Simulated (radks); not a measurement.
Question: Valence configurations of the chlorine ion Cl2+ (all share [Ne]). All-electron calculation, Dirac Kohn-Sham, LDA (Slater exchange, Perdew-Wang correlation), spin-unpolarised, spherical densities, point nucleus; open shells fill j = l - 1/2 first. Program: a radial shooting solver on a logarithmic mesh with Libxc functionals. Order these by energy: 3s2 3p3; 3s1 3p4; 3s0.5 3p4.5; 3p5; 3s1.5 3p3.5.

Answer: From the lowest, in eV above it: 3s2 3p3 0.000; 3s1.5 3p3.5 6.588; 3s1 3p4 13.191; 3s0.5 3p4.5 19.810; 3p5 26.445. NIST lists [Ne] 3s2 3p3 as the ground configuration; this level of theory agrees among the configurations tried. The energies are those of spherical spin-averaged densities, not of single terms.
